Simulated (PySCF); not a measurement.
Isomers of C5H14SSi2, mass 162.035 u with the commonest isotopes. Method: PBE0/pcSseg-1 in PySCF (dipole) on a GFN2-xTB geometry, gas phase. One conformer each, none proved a minimum here; rigid rotors.

Question: Order these by rotational constant C, smallest first.
A. `[CH3:1][CH2:2][CH2:3]/[CH:4]=[CH:5]\[SiH2:6][S:7][SiH3:8]` with C1–C2–C3–C4 -61°, C2–C3–C4–C5 -94°, C4–C5–Si6–S7 -65°, C5–Si6–S7–Si8 -56°
B. `[SiH3:1][C@@H:2]1[CH2:3][S:4][CH2:5][CH2:6][CH2:7][SiH2:8]1` with Si1–C2–C3–S4 -166°, C2–C3–S4–C5 100°, C3–S4–C5–C6 -89°, S4–C5–C6–C7 64°
C. `[CH3:1][SiH2:2][S:3][SiH2:4][CH:5]1[CH2:6][CH2:7][CH2:8]1` with C1–Si2–S3–Si4 -45°, Si2–S3–Si4–C5 -166°, S3–Si4–C5–C6 -179°, Si4–C5–C6–C7 -103°, C5–C6–C7–C8 -14°, C6–C7–C8–C5 13°, Si4–C5–C8–C7 102°

Answer: C (477.9 MHz), A (499.7 MHz), B (702.3 MHz).

Question: Order these by dipole moment, smallest first.
A. `[CH3:1][CH2:2][CH2:3]/[CH:4]=[CH:5]\[SiH2:6][S:7][SiH3:8]` with C1–C2–C3–C4 -61°, C2–C3–C4–C5 -94°, C4–C5–Si6–S7 -65°, C5–Si6–S7–Si8 -56°
B. `[CH3:1][SiH2:2][S:3][SiH2:4][CH:5]1[CH2:6][CH2:7][CH2:8]1` with C1–Si2–S3–Si4 -45°, Si2–S3–Si4–C5 -166°, S3–Si4–C5–C6 -179°, Si4–C5–C6–C7 -103°, C5–C6–C7–C8 -14°, C6–C7–C8–C5 13°, Si4–C5–C8–C7 102°
C. `[SiH3:1][C@@H:2]1[CH2:3][S:4][CH2:5][CH2:6][CH2:7][SiH2:8]1` with Si1–C2–C3–S4 -166°, C2–C3–S4–C5 100°, C3–S4–C5–C6 -89°, S4–C5–C6–C7 64°

Answer: C (1.45 D), B (1.73 D), A (2.14 D).

Question: Order these by rotational constant A, largest first.
A. `[CH3:1][CH2:2][CH2:3]/[CH:4]=[CH:5]\[SiH2:6][S:7][SiH3:8]` with C1–C2–C3–C4 -61°, C2–C3–C4–C5 -94°, C4–C5–Si6–S7 -65°, C5–Si6–S7–Si8 -56°
B. `[CH3:1][SiH2:2][S:3][SiH2:4][CH:5]1[CH2:6][CH2:7][CH2:8]1` with C1–Si2–S3–Si4 -45°, Si2–S3–Si4–C5 -166°, S3–Si4–C5–C6 -179°, Si4–C5–C6–C7 -103°, C5–C6–C7–C8 -14°, C6–C7–C8–C5 13°, Si4–C5–C8–C7 102°
C. `[SiH3:1][C@@H:2]1[CH2:3][S:4][CH2:5][CH2:6][CH2:7][SiH2:8]1` with Si1–C2–C3–S4 -166°, C2–C3–S4–C5 100°, C3–S4–C5–C6 -89°, S4–C5–C6–C7 64°

Answer: B (2943 MHz), A (2265 MHz), C (1749 MHz).

| SMILES | point group | Ia (u·Å²) | Ib (u·Å²) | Ic (u·Å²) | κ | μa (D) | μb (D) | μc (D) |
| --- | --- | --- | --- | --- | --- | --- | --- | --- |
| [SiH3][C@@H]1CSCCC[SiH2]1 | C1 | 288.92 | 581.30 | 719.60 | -0.68 | 0.34 | 0.36 | 1.36 |
| CCC/C=C\[SiH2]S[SiH3] | C1 | 223.08 | 990.95 | 1011.33 | -0.99 | 1.32 | 1.13 | 1.24 |
| C[SiH2]S[SiH2]C1CCC1 | C1 | 171.71 | 990.16 | 1057.58 | -0.97 | 0.39 | 1.59 | 0.55 |
